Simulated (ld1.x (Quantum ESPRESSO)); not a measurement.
boron (B): excitation energies, all-electron against ultrasoft

| Property | Result |
| --- | --- |
| Element | boron |
| Generator | ld1.x (Quantum ESPRESSO) 7.5 |
| Type | ultrasoft |
| Functional | PBE |
| Relativity | scalar-relativistic |
| Frozen core | [He] |
| Valence charge | 3 |
| Reference configuration | 2s2 2p1 |
| Partial waves | 2s (bound): rcut 1.55, rcutus 1.70 bohr; 2s channel at 0.35 Ry: rcut 1.55, rcutus 1.70 bohr; 2p (bound): rcut 2.35, rcutus 2.45 bohr; 2p channel at 2.85 Ry: rcut 2.35, rcutus 2.45 bohr |
| Local potential | all-electron potential smoothed inside 1.40 bohr (lloc = -1) |
| Core correction | none |
| Augmentation charge | PSQ, radius 1.15 bohr |

Energies are relative to the spin-unpolarised reference configuration 2s2 2p1; without spin polarisation the order of configurations can differ from experiment.

```tsv
valence configuration	charge	ΔE all-electron (eV)	error AE − PS (meV)
2s2 2p0	+1	8.220	+23
2s1 2p0	+2	33.642	+82
2s2 2p0.5	+0.5	2.887	+2.7
2s0 2p3	0	11.721	+19
2s2 2p1.3	-0.3	-0.738	+0.4
2s1 2p2	0	5.851	+4.8
```

Q: What are ΔE and the potential's error for 2s1 2p1?

A: ΔE = 14.361 eV all-electron; the error (AE − PS) is -0.7 meV.

Levels in the configuration 2s2 2p0.5:

```tsv
level	all-electron (eV)	pseudo (eV)
2s	-14.130	-14.126
2p	-8.087	-8.073
```
